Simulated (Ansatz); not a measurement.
Stepwise reaction of `[OH][In]([Br])[Br]` with hydrogen chloride, as a gas-phase model of exchange steps in deposition or etching. ΔE in kJ/mol; ΔG adds harmonic PBE0-D4 terms to CCSD(T)/CBS, at 1 bar.

Isolated molecules relaxed with PBE0-D4/def2-TZVP in Ansatz; ΔE leaves out vibrations. CCSD(T)/CBS adds triple-zeta CCSD(T) − MP2 to the extrapolated MP2 energy (def2 sets, frozen cores). This one scheme is used for every species. Functionals use def2-TZVPP. B3LYP here is the variant with VWN-RPA as its local correlation; programs differ in this. Elements past krypton have def2 core potentials. For Br, In outer-core shells are correlated without core-valence functions, which leaves a few kJ/mol of doubt a bond. Scalar relativity is left out up to krypton. Each species was taken in one conformer, which may not be the lowest.

| step | reaction | PBE-D4 | B3LYP-D4 | ωB97M-V | CCSD(T)/CBS | ΔG(600 K) |
| --- | --- | --- | --- | --- | --- | --- |
| 2 | `[OH][In]([Cl])[Br]` + HCl → `[OH][In]([Cl])[Cl]` + HBr | 19.3 | 19.5 | 19.0 | 21.8 | 20.0 |

Give the row of step 1, `[OH][In]([Br])[Br]` + HCl → `[OH][In]([Cl])[Br]` + HBr. (An estimate is asked.)

Computed: 
```
step                                                 reaction  PBE-D4  B3LYP-D4  ωB97M-V  CCSD(T)/CBS  ΔG(600 K)
   1  `[OH][In]([Br])[Br]` + HCl → `[OH][In]([Cl])[Br]` + HBr    19.2      19.3     18.6         21.4       19.6
```

By hand: ΔE of the 2 steps together at CCSD(T)/CBS.

(21.4) + (21.8) = 43.2 kJ/mol, or 21.6 kJ/mol a step.

In ΔE the steps differ by no more than 0.4 kJ/mol. All are uphill at CCSD(T)/CBS. ΔG lies between 19.6 and 20.0 kJ/mol a step. PBE-D4 differs from CCSD(T)/CBS by -2.5 to -2.2 kJ/mol a step. Isolated molecules leave out the surface, adducts and barriers. Largest T1 diagnostic: 0.014.
